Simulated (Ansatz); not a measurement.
Isolated molecules relaxed with PBE0-D4/def2-TZVP in Ansatz; ΔE leaves out vibrations. CCSD(T)/CBS adds triple-zeta CCSD(T) − MP2 to the extrapolated MP2 energy (def2 sets, frozen cores). DFT in def2-TZVPP. For Ge outer-core shells are correlated without core-valence functions, which leaves a few kJ/mol of doubt a bond. Scalar relativity is left out up to krypton. Each species was taken in one conformer, which may not be the lowest.

Reaction (ligand exchange at a Ge–C bond): `N=[C]([SiH3])[GeH3]` + `NC1=C[SiH2]1` → `[GeH3][NH]C1=C[SiH2]1` + `N=C[SiH3]`

```tsv
species	r2SCAN-D4 energy (Eh)
`N=[C]([SiH3])[GeH3]`	-2463.47014
`NC1=C[SiH2]1`	-423.35631
`[GeH3][NH]C1=C[SiH2]1`	-2501.55467
`N=C[SiH3]`	-385.27949
```

(1) Work out ΔE.

Largest T1 diagnostic among the species: 0.013.

Answers

(1) ΔE = (-2501.55467) + (-385.27949) − (-2463.47014) − (-423.35631) = -0.00771 Eh = -4.8 kcal/mol. CCSD(T)/CBS gives -6.3 kcal/mol.

In def2-TZVPP, CCSD(T) changes the Hartree–Fock value by +2.8 kcal/mol (the triples alone add +0.5 kcal/mol) and MP2 by +2.5 kcal/mol. From PBE to PBE0 (25 % exact exchange), in def2-TZVPP and without D4, ΔE moves by −1.2 kcal/mol.
